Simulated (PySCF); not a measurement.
# Optical rotation: SMILES ClC[C@H]1CC[C@H]1Br, C₅H₈BrCl

Geometry:
| atom | x (Å) | y (Å) | z (Å) |
| --- | --- | --- | --- |
| Cl1 | 1.999 | -1.613 | 1.576 |
| C2 | 1.579 | -0.245 | 0.510 |
| C3 | 0.346 | -0.589 | -0.302 |
| C4 | -0.950 | -0.642 | 0.534 |
| C5 | -1.364 | 0.729 | -0.024 |
| C6 | -0.266 | 0.592 | -1.079 |
| Br7 | 0.861 | 2.160 | -1.381 |
| H8 | 1.406 | 0.619 | 1.153 |
| H9 | 2.441 | -0.060 | -0.132 |
| H10 | 0.549 | -1.470 | -0.914 |
| H11 | -0.798 | -0.695 | 1.609 |
| H12 | -1.615 | -1.445 | 0.228 |
| H13 | -2.377 | 0.816 | -0.410 |
| H14 | -1.182 | 1.543 | 0.673 |
| H15 | -0.634 | 0.307 | -2.063 |

Computed, not measured: TDDFT wB97X-D/def2-SVPD circular dichroism and optical rotation, one conformer, gas phase (PySCF). Geometry: GFN2-xTB.

The molecule is flexible and this is one conformer; a measurement averages over conformers. The calculation is non-relativistic, which matters for the atoms heavier than Zn.

Stereocentres: C3 R, C6 R.

(1) What is the specific rotation at 633, 589.3, 546, 436, 405, 365, 355 nm?

(2) And for the mirror image at 589.3 nm?

(3) What is the molar rotation [Φ] = [α]·M/100 of the geometry above at 589.3 nm?

## Answers

(1) [α] in deg dm⁻¹ (g/mL)⁻¹:
| λ (nm) | origin-invariant length gauge | modified velocity gauge | length gauge (centre of mass) | isotropic polarisability (au) |
| --- | --- | --- | --- | --- |
| 633 | +67.8 | +68.9 | +68.1 | 93.7 |
| 589.3 | +79.0 | +80.3 | +79.3 | 94.1 |
| 546 | +93.0 | +94.6 | +93.4 | 94.5 |
| 436 | +152.5 | +155.3 | +153.2 | 96.1 |
| 405 | +180.2 | +183.7 | +181.1 | 96.9 |
| 365 | +229.5 | +234.2 | +230.6 | 98.2 |
| 355 | +245.1 | +250.2 | +246.3 | 98.6 |

(2) -79.0 deg dm⁻¹ (g/mL)⁻¹ (origin-invariant length gauge): the same size and the opposite sign.

(3) With M = 183.47 g/mol, +144.9 deg cm² dmol⁻¹ (origin-invariant length gauge).

The first excitation lies at 6.18 eV (201 nm) with R = +0.8 × 10⁻⁴⁰ esu² cm² (velocity form).
